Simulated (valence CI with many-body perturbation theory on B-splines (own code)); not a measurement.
# Ir⁷⁰⁺: one-electron terms

Level of theory: relativistic CI+MBPT: five valence electrons over a frozen Dirac-Fock core [He], a basis of 11 s, 11 p, 10 d, 8 f, 5 g, 2 h functions for each j, with the one-electron correlation potential Σ1, the two-electron term Σ2, the three-electron term Σ3, Breit, model QED; selected CI, second order for the rest, scaled by the run's own slope (own B-spline code, finite nucleus).

No measured spectrum was set against this ion. As an estimate, large intervals hold to a few tenths of a per cent, small ones and those within an open d or f shell to about a per cent. Among the levels kept, up to 7600 cm⁻¹ of a level comes from second order outside the variational space, and about a tenth of that is noise between levels of different J, which matters for small intervals.

These are the spectroscopic orbitals of the CI (the correlating ones are not listed), shaped by the core and the other valence electrons. h is the expectation value of the core's Dirac-Fock operator, without the valence repulsion; Σ1 is computed up to l = 3 at one energy for each symmetry, that of its lowest orbital but kept below the first core excitation, so for empty shells it is not the orbital's own correlation shift; Breit and QED include the response of the core, and the two lowest orbitals of each symmetry also the frequency dependence of Breit exchange, which makes a step in that column.

| Orbital | h (hartree) | Σ1 (cm⁻¹) | Breit (cm⁻¹) | QED (cm⁻¹) | ⟨r⟩ (bohr) |
| --- | --- | --- | --- | --- | --- |
| 2s1/2 | -793.48 | -1639 | 143424 | 180028 | 0.07088 |
| 3s1/2 | -343.05 | -416 | 39064 | 51260 | 0.1673 |
| 4s1/2 | -189.28 | -164 | 15308 | 20831 | 0.3065 |
| 5s1/2 | -119.55 | -80.9 | 7601 | 10420 | 0.4878 |
| 6s1/2 | -82.246 | -45.8 | 4310 | 5932 | 0.7114 |
| 7s1/2 | -60.003 | -28.4 | 2677 | 3693 | 0.9768 |
| 2p1/2 | -785.7 | -4621 | 289355 | 10888 | 0.05822 |
| 3p1/2 | -340.85 | -1064 | 75609 | 2161 | 0.1557 |
| 4p1/2 | -188.37 | -410 | 29482 | 819 | 0.2957 |
| 5p1/2 | -119.1 | -201 | 14579 | 400 | 0.4779 |
| 6p1/2 | -81.986 | -113 | 8253 | 225 | 0.7023 |
| 7p1/2 | -59.841 | -70.1 | 5122 | 139 | 0.9687 |
| 2p3/2 | -718.6 | -2593 | 90191 | 26455 | 0.06591 |
| 3p3/2 | -320.9 | -605 | 25202 | 6957 | 0.1667 |
| 4p3/2 | -180.03 | -235 | 12647 | 2809 | 0.3103 |
| 5p3/2 | -114.86 | -116 | 6363 | 1408 | 0.4962 |
| 6p3/2 | -79.553 | -65.7 | 3641 | 804 | 0.7243 |
| 7p3/2 | -58.317 | -40.9 | 2277 | 503 | 0.9941 |
| 3d3/2 | -320.08 | -271 | 2623 | -248 | 0.1407 |
| 4d3/2 | -179.68 | -118 | 1446 | 8.6 | 0.2851 |
| 5d3/2 | -114.69 | -61.4 | 699 | 27.1 | 0.4717 |
| 6d3/2 | -79.45 | -35.7 | 423 | 22.2 | 0.7006 |
| 7d3/2 | -58.253 | -22.5 | 273 | 16.4 | 0.9713 |
| 3d5/2 | -314.61 | -223 | 843 | 2091 | 0.1443 |
| 4d5/2 | -177.36 | -96.4 | 466 | 982 | 0.2895 |
| 5d5/2 | -113.5 | -49.9 | 216 | 523 | 0.4771 |
| 6d5/2 | -78.763 | -29.0 | 131 | 308 | 0.7069 |
| 7d5/2 | -57.821 | -18.3 | 84.9 | 196 | 0.9786 |
| 4f5/2 | -177.24 | -20.6 | 14.6 | -260 | 0.2490 |
| 5f5/2 | -113.44 | -11.8 | 12.1 | -126 | 0.4369 |
| 6f5/2 | -78.73 | -7.2 | 7.4 | -70.1 | 0.6671 |
| 7f5/2 | -57.8 | -4.7 | 5.2 | -43.2 | 0.9394 |
| 4f7/2 | -176.13 | -19.0 | 4.4 | 242 | 0.2513 |
| 5f7/2 | -112.87 | -10.8 | 3.6 | 132 | 0.4395 |
| 6f7/2 | -78.399 | -6.6 | 2.1 | 79.1 | 0.6702 |
| 7f7/2 | -57.592 | -4.3 | 1.5 | 50.8 | 0.9428 |
| 5g7/2 | -112.85 |  | 0.1 | -84.6 | 0.3836 |
| 6g7/2 | -78.388 |  | 0.1 | -48.9 | 0.6144 |
| 7g7/2 | -57.585 |  | 0.0 | -30.7 | 0.8873 |
| 5g9/2 | -112.51 |  | 0.0 | 67.8 | 0.3854 |
| 6g9/2 | -78.193 |  | 0.0 | 39.6 | 0.6163 |
| 7g9/2 | -57.462 |  | 0.0 | 25.1 | 0.8895 |
| 6h9/2 | -78.192 |  |  |  | 0.5460 |
| 6h11/2 | -78.063 |  |  |  | 0.5474 |

Among the shells of the start configuration 2s2 2p3, Σ1 is largest in size for 2p1/2, where it is 0.0027 % of h.

Lowest root of each symmetry, sizes in configuration state functions:

| J | Parity | Roots | Reference | Variational | Second order | Change by selected CI (cm⁻¹) | Change by second order (cm⁻¹) |
| --- | --- | --- | --- | --- | --- | --- | --- |
| 1/2 | even | 26 | 102 | 31998 | 362595 | -45218 | -1154 |
| 3/2 | even | 34 | 157 | 31990 | 824322 | -44596 | -2795 |
| 5/2 | even | 29 | 157 | 31993 | 1099266 | -36653 | -2864 |
| 7/2 | even | 13 | 110 | 31991 | 950791 | -35262 | -3307 |
| 9/2 | even | 5 | 67 | 31999 | 463460 | -35986 | -1161 |
| 1/2 | odd | 26 | 101 | 31999 | 336500 | -37510 | -1108 |
| 3/2 | odd | 36 | 159 | 31993 | 686061 | -37739 | -1876 |
| 5/2 | odd | 29 | 151 | 31999 | 819507 | -33498 | -3031 |
| 7/2 | odd | 17 | 113 | 31995 | 894552 | -32999 | -4327 |
| 9/2 | odd | 6 | 65 | 31996 | 424453 | -29737 | -1117 |
| 11/2 | odd | 2 | 33 | 31984 | 209116 | -35908 | -426 |
